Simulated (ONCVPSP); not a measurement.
Ag: excitation energies, all-electron against ONCV

- Element: Ag (Z = 47)
- Generator: ONCVPSP 4.0.1
- Type: optimised norm-conserving Vanderbilt (ONCV)
- Functional: LDA (Perdew-Wang 92)
- Relativity: scalar-relativistic
- Frozen core: [Ar] 3d10
- Valence charge: 19
- Reference configuration: 4s2 4p6 4d9 (charge +2)
- Partial waves: 4s: rc 1.40 bohr, ncon 4, nbas 8, qcut 9.5 1/bohr, 3 projectors, debl 0.9 Ha; 4p: rc 1.25 bohr, ncon 4, nbas 7, qcut 13.5 1/bohr, 3 projectors, debl 2.2 Ha; 4d: rc 1.95 bohr, ncon 3, nbas 8, qcut 6.5 1/bohr, 2 projectors, debl 2.2 Ha
- Local potential: polynomial inside 0.90 bohr (lpopt 3, dvloc0 4 Ha)
- Core correction: Teter function, fcfact 2.5, rcfact 1

In the s channel the program set the typed energies aside and used -4.324, 0.250, 1.150 Ha. In the p channel the program set the typed energies aside and used -2.981, 0.250, 2.450 Ha.

Energies are relative to the spin-unpolarised reference configuration 4s2 4p6 4d9; without spin polarisation the order of configurations can differ from experiment.

Q: Give the all-electron excitation energy and the error of the potential for: 4s2 4p6 4d10 5s1; 4s2 4p6 4d10; 4s2 4p6 4d8; 4s2 4p6 4d10 5p1.

A:

```tsv
valence configuration	charge	ΔE all-electron (eV)	error AE − PS (meV)
4s2 4p6 4d10 5s1	0	-30.480	+14
4s2 4p6 4d10	+1	-22.385	+28
4s2 4p6 4d8	+3	36.439	+52
4s2 4p6 4d10 5p1	0	-26.462	+21
```

Levels in the configuration 4s2 4p6 4d10:

| level | all-electron (eV) | pseudo (eV) |
| --- | --- | --- |
| 4s | -103.366 | -103.400 |
| 4p | -66.986 | -67.002 |
| 4d | -15.920 | -15.957 |
